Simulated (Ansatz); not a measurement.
`[BH2][AlH][BH]O` + H–F → `BF` + `O[BH][AlH2]` at 500 K and 1 bar (cleavage of the B–Al bond).

Isolated molecules relaxed with PBE0-D4/def2-TZVP in Ansatz; ΔE leaves out vibrations. CCSD(T)/CBS is the MP2 limit (def2-TZVPP, def2-QZVPP) plus CCSD(T) − MP2 in def2-TZVPP, frozen cores. This one scheme is used for every species. Each species was taken in one conformer, which may not be the lowest.

| species | CCSD(T)/CBS energy (Eh) | H − E (kJ/mol) | S (J/(mol·K)) |
| --- | --- | --- | --- |
| `[BH2][AlH][BH]O` | -369.74870 | 184.9 | 401.0 |
| H–F | -100.39570 | 39.4 | 188.7 |
| `BF` | -125.82039 | 77.9 | 244.4 |
| `O[BH][AlH2]` | -344.38728 | 139.8 | 342.5 |

H − E and S are ideal-gas, rigid-rotor, harmonic terms from PBE0-D4/def2-TZVP, for one conformer and one mirror image of each species. 1 Eh = 2625.50 kJ/mol, R = 8.31446 J/(mol·K).

Question: By hand: ΔE, ΔH, ΔS and ΔG.

Answer: ΔE = (-125.82039) + (-344.38728) − (-369.74870) − (-100.39570) = -0.06327 Eh = -166.1 kJ/mol. Δ(H − E) = 77.9 + 139.8 − 184.9 − 39.4 = -6.6, so ΔH = -172.7 kJ/mol. ΔS = 244.4 + 342.5 − 401.0 − 188.7 = -2.8 J/(mol·K). ΔG = -172.7 − 500 × (-2.8)/1000 = -171.3 kJ/mol.

Question: By hand: the equilibrium constant, and the temperature at which ΔG would vanish if ΔH and ΔS stayed fixed.

Answer: log₁₀ K = −ΔG/(RT ln 10) = 17.9. ΔG = 0 at ΔH/ΔS = 61679 K, far beyond where these terms or the molecules hold.

The number of gas molecules stays the same, so ΔS is small and ΔH decides. A doubt of 5 kJ/mol in ΔE shifts log₁₀ K by 0.5 here. Other conformers and mirror images would add mixing entropy, several J/(mol·K) or more a flexible species. These are equilibria of isolated gas molecules and say nothing of rates. Largest T1 diagnostic: 0.014 (customary marks: 0.02 for closed shells, 0.045 for open ones).
